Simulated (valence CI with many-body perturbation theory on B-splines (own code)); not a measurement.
**Missing levels of Mn19+**

Computed by configuration interaction combined with many-body perturbation theory (CI+MBPT): four valence electrons over a frozen Dirac-Fock core [He], a basis of 11 s, 11 p, 10 d, 8 f, 5 g, 2 h functions for each j, with the one-electron correlation potential Σ1, the two-electron term Σ2, the three-electron term Σ3, Breit, model QED; selected CI, second order for the rest, scaled by the run's own slope (own B-spline code, finite nucleus).

No measured spectrum was set against this ion. As an estimate, levels of excited configurations hold to 0.05 to 0.15 % of their energy, terms of the ground configuration to about 0.5 %. Among the levels kept, up to 1000 cm⁻¹ of a level comes from second order outside the variational space, and about a tenth of that is noise between levels of different J, which matters for small intervals.

| Level | E (cm⁻¹) |
| --- | --- |
| 2s2.2p2 3P_0 | 0 |
| 2s2.2p2 3P_1 | 59715 |
| 2s2.2p2 3P_2 | 98840 |
| 2s2.2p2 1D_2 | ? |
| 2s2.2p2 1S_0 | ? |
| 2s.2p3 5S°_2 | 442940 |
| 2s.2p3 3D°_2 | 722810 |
| 2s.2p3 3D°_1 | 723330 |
| 2s.2p3 3D°_3 | ? |
| 2s.2p3 3P°_0 | 850560 |
| 2s.2p3 3P°_1 | 857170 |
| 2s.2p3 3P°_2 | 871000 |
| 2s.2p3 3S°_1 | 1026200 |
| 2s.2p3 1D°_2 | 1049500 |
| 2s.2p3 1P°_1 | ? |
| 2p4 3P_2 | ? |
| 2p4 3P_1 | 1624100 |
| 2p4 3P_0 | ? |
| 2p4 1D_2 | 1698900 |
| 2p4 1S_0 | 1913900 |

(1) The levels stand in rising order. What does the calculation give for the missing energies?

Results:

(1) 2s2.2p2 1D_2 212560; 2s2.2p2 1S_0 333550; 2s.2p3 3D°_3 743020; 2s.2p3 1P°_1 1173400; 2p4 3P_2 1546100; 2p4 3P_0 1624300.
